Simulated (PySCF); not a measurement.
Question: Give a PBE0-D3(BJ)/def2-SVP geometry of `[NH2][Ge]([PH2])([PH2])[PH2]`.

Answer: 
Z-matrix in Å and degrees, rows numbered from 1:
```
N 
Ge  1  1.8393
P   2  2.3477  1  113.90
P   2  2.3270  1  104.42  3  -114.74
P   2  2.3289  1  104.58  3   120.16
H   1  1.0177  2  114.01  3    58.64
H   1  1.0174  2  114.17  3   -67.06
H   3  1.4304  2   93.18  1  -179.60
H   3  1.4300  2   93.81  1    86.91
H   4  1.4292  2   93.40  1  -174.38
H   4  1.4284  2   93.77  1   -80.50
H   5  1.4287  2   94.58  1    80.63
H   5  1.4285  2   92.93  1   174.67
```

N1 (nitrogen bonded to Ge and 2 H) is pyramidal (angles 114.2°, 114.0° and 108.6°, sum 336.8°, 0.34 Å off the plane of its three neighbours). The Ge–P distances run from 2.327 Å (Ge2–P4, drawn single) to 2.348 Å (Ge2–P3, drawn single), a spread of 0.021 Å. P3 (three-coordinate phosphorus) is pyramidal (angles 93.8°, 93.3° and 93.2°, sum 280.2°, 0.88 Å off the plane of its three neighbours). Ge2 (germanium bonded to N and 3 P) is distorted tetrahedral (angles from 104.4° to 118.4°).

Method used: PBE0-D3(BJ)/def2-SVP geometry optimisation, gas phase in PySCF 2.14.0.

Whether it is a minimum is left open (no frequencies). One conformer, not necessarily the lowest (N1–Ge2–P3–H 180° and 87°, N1–Ge2–P4–H -174° and -81°, N1–Ge2–P5–H 81° and 175°).
